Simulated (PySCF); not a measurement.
PySCF input (TPSSh/def2-TZVPD):

```python
from pyscf import gto, scf, dft

mol = gto.M(
    atom='''
    Si    0.04853641    0.11906320   -0.14091249
    C     1.79537568   -0.43771188   -0.29877667
    N    -0.57177155   -0.97933093    1.33898419
    N    -0.95455043   -0.32217123   -1.41511022
    N    -0.29939772    1.65937108    0.45326030
    H     2.28130421    0.10946922   -1.10888815
    H     2.36513226   -0.24011475    0.61219378
    H     1.87274642   -1.50425651   -0.52106471
    H    -0.04841080   -0.83465163    2.20335326
    H    -0.53025526   -1.97499614    1.11861422
    H    -1.86523302    0.07267283   -1.59167555
    H    -0.62512837   -0.87006941   -2.19446698
    H     0.24247235    2.12323533    1.16642458
    H    -0.81796583    2.32505079   -0.09967723
    H    -1.54638791   -0.75203582    1.54068154
    ''',
    basis='def2-tzvpd',
    charge=1,
    spin=0,
    verbose=4,
)

mf = dft.RKS(mol, xc='tpssh').density_fit(auxbasis='def2-universal-jkfit')
mf.grids.level = 3
mf.conv_tol = 1e-9
mf.max_cycle = 100
mf.max_memory = 1500
mf.kernel()
if not mf.converged:
    mf = mf.newton()
    mf.kernel(mf.make_rdm1())
mf.analyze()
```

Output:

```
PySCF version 2.14.0

[INPUT] verbose = 4
[INPUT] num. atoms = 15
[INPUT] num. electrons = 50
[INPUT] charge = 1
[INPUT] spin (= nelec alpha-beta = 2S) = 0
[INPUT] symmetry False subgroup None
[INPUT] Mole.unit = angstrom
[INPUT] Symbol           X                Y                Z      unit          X                Y                Z       unit  Magmom
[INPUT]  1 Si     0.048536410000   0.119063200000  -0.140912490000 AA    0.091720521970   0.224996839514  -0.266286013631 Bohr   0.0
[INPUT]  2 C      1.795375680000  -0.437711880000  -0.298776670000 AA    3.392768325905  -0.827155574668  -0.564606078710 Bohr   0.0
[INPUT]  3 N     -0.571771550000  -0.979330930000   1.338984190000 AA   -1.080491635318  -1.850667243016   2.530313404223 Bohr   0.0
[INPUT]  4 N     -0.954550430000  -0.322171230000  -1.415110220000 AA   -1.803838884786  -0.608815389914  -2.674170751873 Bohr   0.0
[INPUT]  5 N     -0.299397720000   1.659371080000   0.453260300000 AA   -0.565779693119   3.135756880224   0.856537830138 Bohr   0.0
[INPUT]  6 H      2.281304210000   0.109469220000  -1.108888150000 AA    4.311040163717   0.206866844870  -2.095494906276 Bohr   0.0
[INPUT]  7 H      2.365132260000  -0.240114750000   0.612193780000 AA    4.469452219774  -0.453751115968   1.156878579362 Bohr   0.0
[INPUT]  8 H      1.872746420000  -1.504256510000  -0.521064710000 AA    3.538977834560  -2.842632824994  -0.984669595076 Bohr   0.0
[INPUT]  9 H     -0.048410800000  -0.834651630000   2.203353260000 AA   -0.091483153471  -1.577262990122   4.163734217068 Bohr   0.0
[INPUT] 10 H     -0.530255260000  -1.974996140000   1.118614220000 AA   -1.002037217510  -3.732201801673   2.113874514844 Bohr   0.0
[INPUT] 11 H     -1.865233020000   0.072672830000  -1.591675550000 AA   -3.524779566295   0.137331745397  -3.007830868666 Bohr   0.0
[INPUT] 12 H     -0.625128370000  -0.870069410000  -2.194466980000 AA   -1.181321411996  -1.644192894262  -4.146941581601 Bohr   0.0
[INPUT] 13 H      0.242472350000   2.123235330000   1.166424580000 AA    0.458206334280   4.012333271701   2.204223001161 Bohr   0.0
[INPUT] 14 H     -0.817965830000   2.325050790000  -0.099677230000 AA   -1.545731397953   4.393709218804  -0.188362665555 Bohr   0.0
[INPUT] 15 H     -1.546387910000  -0.752035820000   1.540681540000 AA   -2.922249632239  -1.421141735663   2.911466155773 Bohr   0.0

nuclear repulsion = 266.570009530031
number of shells = 117
number of NR pGTOs = 387
number of NR cGTOs = 281
basis = def2-tzvpd
ecp = {}

******** <class 'pyscf.df.df_jk.DFRKS'> ********
method = DFRKS
initial guess = minao
damping factor = 0
level_shift factor = 0
DIIS = <class 'pyscf.scf.diis.CDIIS'>
diis_start_cycle = 1
diis_space = 8
diis_damp = 0
SCF conv_tol = 1e-09
SCF conv_tol_grad = None
SCF max_cycles = 100
direct_scf = False
XC library pyscf.dft.libxc version 7.1.2
    S. Lehtola, C. Steigemann, M. J. T. Oliveira, and M. A. L. Marques,  SoftwareX 7, 1–5 (2018)
XC functionals = tpssh
    V. N. Staroverov, G. E. Scuseria, J. Tao, and J. P. Perdew,  J. Chem. Phys. 119, 12129 (2003)
radial grids:
    Treutler-Ahlrichs [JCP 102, 346 (1995); DOI:10.1063/1.469408] (M4) radial grids

becke partition: Becke, JCP 88, 2547 (1988); DOI:10.1063/1.454033
pruning grids: <function nwchem_prune>
grids dens level: 3
symmetrized grids: False
atomic radii adjust function: <function treutler_atomic_radii_adjust>
small_rho_cutoff = 0
Set gradient conv threshold to 3.16228e-05
[...]
cycle= 10 E= -497.884808707146  delta_E= -2.3e-10  |g|= 9.43e-06  |ddm|= 3.83e-05
  HOMO = -0.414345573841726  LUMO = -0.174712408381403  gap/eV = 6.52075
Extra cycle  E= -497.884808707121  delta_E= 2.5e-11  |g|= 1.43e-05  |ddm|= 1.67e-05
converged SCF energy = -497.884808707121
**** SCF Summaries ****
Total Energy =                        -497.884808707120783
Nuclear Repulsion Energy =             266.570009530031484
One-electron Energy =                -1202.860197698578759
Two-electron Energy =                  438.405379461426435
Two-electron Coulomb Energy =          489.202594158946511
DFT Exchange-Correlation Energy =      -50.797214697520062
HOMO-LUMO gap [eV] =                     6.520750568535385
**** MO energy ****
MO #1   energy= -66.1795868074737  occ= 2
MO #2   energy= -14.5036267144239  occ= 2
MO #3   energy= -14.3950914830079  occ= 2
MO #4   energy= -14.3928815169745  occ= 2
MO #5   energy= -10.2552147876156  occ= 2
MO #6   energy= -5.40643345422524  occ= 2
MO #7   energy= -3.75627207689625  occ= 2
MO #8   energy= -3.75314469440738  occ= 2
MO #9   energy= -3.75165942835612  occ= 2
MO #10  energy= -1.10905695643683  occ= 2
MO #11  energy= -1.00763777562948  occ= 2
MO #12  energy= -0.985158868185814 occ= 2
MO #13  energy= -0.845427873183176 occ= 2
MO #14  energy= -0.709101424042873 occ= 2
MO #15  energy= -0.708627801053388 occ= 2
MO #16  energy= -0.690792563303225 occ= 2
MO #17  energy= -0.646564832603375 occ= 2
MO #18  energy= -0.633990417294333 occ= 2
MO #19  energy= -0.591770216673315 occ= 2
MO #20  energy= -0.580104692973142 occ= 2
MO #21  energy= -0.544694913927572 occ= 2
MO #22  energy= -0.541097015908674 occ= 2
MO #23  energy= -0.500947074260999 occ= 2
MO #24  energy= -0.427684538960773 occ= 2
MO #25  energy= -0.414345573841726 occ= 2
MO #26  energy= -0.174712408381403 occ= 0
MO #27  energy= -0.129483379290483 occ= 0
MO #28  energy= -0.11948043379941  occ= 0
MO #29  energy= -0.112200084291037 occ= 0
MO #30  energy= -0.105553134311719 occ= 0
MO #31  energy= -0.0887466932428213 occ= 0
MO #32  energy= -0.0855109268981651 occ= 0
MO #33  energy= -0.0767804642318501 occ= 0
MO #34  energy= -0.0672016125537369 occ= 0
MO #35  energy= -0.0636720155041867 occ= 0
MO #36  energy= -0.0580293182969891 occ= 0
MO #37  energy= -0.0518833021197632 occ= 0
MO #38  energy= -0.046490194951897 occ= 0
MO #39  energy= -0.0310193368522645 occ= 0
MO #40  energy= -0.0253927954413144 occ= 0
MO #41  energy= -0.0187583113538318 occ= 0
MO #42  energy= -0.0147945950990135 occ= 0
MO #43  energy= -0.00488944803297756 occ= 0
MO #44  energy= -0.00218556226696109 occ= 0
MO #45  energy= 0.00563452993179137 occ= 0
MO #46  energy= 0.0163459045296942 occ= 0
MO #47  energy= 0.0323460623224583 occ= 0
MO #48  energy= 0.0409676748763987 occ= 0
MO #49  energy= 0.0539090526888789 occ= 0
MO #50  energy= 0.06456439698389   occ= 0
MO #51  energy= 0.0717765168678771 occ= 0
MO #52  energy= 0.0826731269816267 occ= 0
MO #53  energy= 0.0834266129368091 occ= 0
MO #54  energy= 0.0858967136170882 occ= 0
MO #55  energy= 0.103562203070399  occ= 0
MO #56  energy= 0.111338047611223  occ= 0
MO #57  energy= 0.115067150162766  occ= 0
MO #58  energy= 0.119458353398926  occ= 0
MO #59  energy= 0.128757715726518  occ= 0
MO #60  energy= 0.134786806465337  occ= 0
MO #61  energy= 0.135756444687285  occ= 0
MO #62  energy= 0.142075380213057  occ= 0
MO #63  energy= 0.15100721298565   occ= 0
MO #64  energy= 0.159164661117332  occ= 0
MO #65  energy= 0.167076162640616  occ= 0
MO #66  energy= 0.172868310803006  occ= 0
MO #67  energy= 0.175055745982671  occ= 0
MO #68  energy= 0.179712481655301  occ= 0
MO #69  energy= 0.18329557609244   occ= 0
MO #70  energy= 0.194862261409472  occ= 0
MO #71  energy= 0.199598378567106  occ= 0
MO #72  energy= 0.204217395487263  occ= 0
MO #73  energy= 0.211449594487056  occ= 0
MO #74  energy= 0.220973746727347  occ= 0
MO #75  energy= 0.223694132707914  occ= 0
MO #76  energy= 0.226215394501316  occ= 0
MO #77  energy= 0.23131130761662   occ= 0
MO #78  energy= 0.238494294856121  occ= 0
MO #79  energy= 0.24705608564897   occ= 0
MO #80  energy= 0.248979920515468  occ= 0
MO #81  energy= 0.261579257027653  occ= 0
MO #82  energy= 0.276660181218799  occ= 0
MO #83  energy= 0.280940740169958  occ= 0
MO #84  energy= 0.295126215202086  occ= 0
MO #85  energy= 0.297654925035006  occ= 0
MO #86  energy= 0.307041999631663  occ= 0
MO #87  energy= 0.309662390160927  occ= 0
MO #88  energy= 0.3170442377684    occ= 0
MO #89  energy= 0.321834865385314  occ= 0
MO #90  energy= 0.329544348944661  occ= 0
MO #91  energy= 0.338302631510393  occ= 0
MO #92  energy= 0.340394399579563  occ= 0
MO #93  energy= 0.347603308547174  occ= 0
MO #94  energy= 0.361879062425171  occ= 0
MO #95  energy= 0.367338794452027  occ= 0
MO #96  energy= 0.373645117539332  occ= 0
MO #97  energy= 0.396638360956928  occ= 0
MO #98  energy= 0.418532387464522  occ= 0
MO #99  energy= 0.426637497012851  occ= 0
MO #100 energy= 0.437802670015034  occ= 0
MO #101 energy= 0.445279780417774  occ= 0
MO #102 energy= 0.457962147065826  occ= 0
MO #103 energy= 0.462101829519772  occ= 0
MO #104 energy= 0.468635778991664  occ= 0
MO #105 energy= 0.482226854398815  occ= 0
MO #106 energy= 0.497232960978885  occ= 0
MO #107 energy= 0.499620303556505  occ= 0
[...]
```

It need not be the lowest isomer of its formula.
